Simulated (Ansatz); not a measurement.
`COB(N)F` + H–F → `NB(F)F` + CH₃OH  (ligand exchange at a B–O bond)

Calculated with Ansatz (gas phase, PBE0-D4/def2-TZVP geometries, no zero-point term in ΔE). CCSD(T)/CBS is the MP2 limit (def2-TZVPP, def2-QZVPP) plus CCSD(T) − MP2 in def2-TZVPP, frozen cores. This one scheme is used for every species. DFT in def2-TZVPP. B3LYP here is the variant with VWN-RPA as its local correlation; programs differ in this. Each species was taken in one conformer, which may not be the lowest.

```tsv
level	ΔE (kcal/mol)	difference from CCSD(T)/CBS
PBE-D4	-5.0	-1.2
PBE0-D4	-4.8	-1.0
B3LYP-D4	-5.1	-1.3
ωB97X-V	-5.1	-1.3
ωB97M-V	-5.0	-1.2
B2PLYP	-5.6	-1.8
PBE	-5.9	-2.1
r2SCAN	-5.7	-1.9
HF/def2-TZVPP	-7.2	-3.4
MP2/def2-TZVPP	-3.9	-0.1
CCSD/def2-TZVPP	-4.9	-1.1
CCSD(T)/def2-TZVPP	-4.5	-0.7
HF/def2-QZVPP	-7.2	-3.4
MP2/def2-QZVPP	-3.5	0.3
HF/CBS(def2)	-7.2	-3.4
CCSD/CBS(def2)	-4.2	-0.4
CCSD(T)/CBS	-3.8	0
```

Largest T1 diagnostic among the species: 0.011.

In def2-TZVPP, CCSD(T) changes the Hartree–Fock value by +2.7 kcal/mol (the triples alone add +0.4 kcal/mol) and MP2 by +3.3 kcal/mol. The D4 term adds +1.4 kcal/mol with B3LYP and +0.8 kcal/mol with PBE0; it sums over pairs of atoms, weighted by their polarisabilities, and B3LYP, whose exchange is more repulsive, gets the larger term.
